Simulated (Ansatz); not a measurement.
Basis-set series for NTi, SMILES `[N]#[Ti]` radical. Charge 0, multiplicity 2. Geometry: relaxed with PBE0-D4/def2-TZVP.

```
atom    x (Å)    y (Å)    z (Å)
  N1  -0.5090   0.5144  -0.2664
 Ti2   0.5090  -0.5144   0.2664
```

```
functional       basis  functions  energy (Eh)  HOMO (eV)  LUMO (eV)
   PBE0-D4    def2-SVP         45   -903.69110      -4.72      -2.19
   PBE0-D4  def2-TZVPP         95   -903.86928      -4.98      -2.48
   ωB97M-V    def2-SVP         45   -903.87643      -6.39      -0.52
   ωB97M-V  def2-TZVPP         95   -904.05508      -6.65      -0.72
```

(1) Give the rows for def2-QZVPP. (Estimate.)

Results:

(1) Ansatz gave: 
| functional | basis | functions | energy (Eh) | HOMO (eV) | LUMO (eV) |
| --- | --- | --- | --- | --- | --- |
| PBE0-D4 | def2-QZVPP | 150 | -903.88869 | -4.99 | -2.49 |
| ωB97M-V | def2-QZVPP | 150 | -904.07344 | -6.65 | -0.79 |

HOMO and LUMO are taken over both spins. Scalar relativity is left out up to krypton.
